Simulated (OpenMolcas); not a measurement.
Computed levels of 4d³ in ions with 39 electrons, in cm-1 above ⁴F_3/2.

```
Program             : OpenMolcas 26.06
Method              : MS-CASPT2, IPEA 0.25 Eh, imaginary shift 0.1 Eh
Basis               : ANO-RCC-VTZP
Scalar Hamiltonian  : DKH2, point nucleus
Spin-orbit coupling : state interaction with AMFI integrals over the reference wave functions, term energies averaged over their components
```

Active space for each ion: 3 electrons in 10 orbitals (4d 5d); closed shells correlated by CASPT2: 4s 4p.

| Level | Nb2+ | Mo3+ | Tc4+ | Ru5+ | Pd7+ |
| --- | --- | --- | --- | --- | --- |
| ⁴F_5/2 | 521 | 763 | 1068 | 1430 | 2480 |
| ⁴F_7/2 | 1191 | 1728 | 2390 | 3160 | 5320 |
| ⁴F_9/2 | 1968 | 2830 | 3860 | 5040 | 8210 |
| ⁴P_3/2 | 8610 | 10530 | 11990 | 13480 | 16280 |
| ⁴P_1/2 | 8750 | 10560 | 12040 | 13600 | 16770 |
| ²G_7/2 | 9580 | 11890 | 13860 | 15920 | 20250 |
| ⁴P_5/2 | 9870 | 11850 | 13760 | 15840 | 20510 |
| ²G_9/2 | 10180 | 12670 | 14780 | 17000 | 21550 |
| ²P_1/2 | 10280 | 14220 | 17200 | 20090 | 25950 |

Problem. Estimate ⁴F_9/2, ⁴P_3/2, ⁴P_1/2 for Rh6+ from its neighbours Ru5+ and Pd7+.

Solution. ⁴F_9/2 is fine structure, which grows about as the fourth power of a screened charge, so the fourth roots are averaged: ((5040^0.25 + 8210^0.25) / 2)^4 = 6481. The calculation gives 6440, so the estimate is off by +0.6 %.
⁴P_3/2 is another term, which grows about linearly with the charge: (13480 + 16280) / 2 = 14880. The calculation gives 14890, so the estimate is off by -0.1 %.
⁴P_1/2 is another term, which grows about linearly with the charge: (13600 + 16770) / 2 = 15185. The calculation gives 15150, so the estimate is off by +0.2 %.

Mixed levels, with the weight of the term that names them: Nb2+ ⁴P_3/2 (62 %), Nb2+ ⁴P_1/2 (73 %), Nb2+ ²P_1/2 (73 %), Ru5+ ²G_9/2 (74 %), Rh6+ ²G_9/2 (67 %), Pd7+ ⁴P_3/2 (72 %), Pd7+ ²G_9/2 (59 %).

CASPT2 does not keep the components of a term degenerate, so their means are used; among the terms shown or strongly mixed into the levels shown the widest spread is 980 cm-1 (4d³ ⁴F, Pd7+). Active for correlation alone: 5d; no level in the range computed is led by a configuration that fills it, so any true level of that kind is missing. Only configurations of the active space appear.
